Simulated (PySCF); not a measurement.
## How methods differ on the ionisation energy of P²⁺

P²⁺ [Ne] 3s2 3p1 (2P) → P³⁺ [Ne] 3s2 (1S), as a difference of total energies. Calculation: PySCF 2.14, in aug-cc-pwCVDZ (6s5p3d, 36 functions); the non-relativistic Hamiltonian (point nucleus). Correlated levels: valence: [Ne] frozen; valence and next inner shell: 1s2 frozen; nothing frozen. The calculations carry no spin-orbit coupling.

```json
{"method": "UHF", "ionisation energy (eV)": "29.570"}
{"method": "LDA", "ionisation energy (eV)": "30.210"}
{"method": "PBE", "ionisation energy (eV)": "30.252"}
{"method": "PBE0", "ionisation energy (eV)": "30.267"}
{"method": "r2SCAN", "ionisation energy (eV)": "30.344"}
{"method": "M06-2X", "ionisation energy (eV)": "29.962"}
{"method": "r2SCAN0", "ionisation energy (eV)": "30.337"}
{"method": "BHandHLYP", "ionisation energy (eV)": "30.154"}
{"method": "B3LYP", "ionisation energy (eV)": "30.293"}
{"method": "MP2 (valence)", "ionisation energy (eV)": "29.763"}
{"method": "SCS-MP2 (valence)", "ionisation energy (eV)": "29.744"}
{"method": "MP2 (valence and next inner shell)", "ionisation energy (eV)": "29.749"}
{"method": "SCS-MP2 (valence and next inner shell)", "ionisation energy (eV)": "29.728"}
{"method": "MP2 (all electrons)", "ionisation energy (eV)": "29.749"}
{"method": "SCS-MP2 (all electrons)", "ionisation energy (eV)": "29.729"}
```

Task: How much does correlation contribute at MP2 (all electrons)?

Result: 29.749 − (29.570) = 0.179 eV, measured against UHF.

A first-order spin-orbit estimate (lowest level to lowest level, LS coupling) adds 0.040 eV.

Errors of the correlated levels include the incompleteness of this basis and the frozen core.

For comparison: 30.203 eV (measured; NIST Atomic Spectra Database, ionization energies).
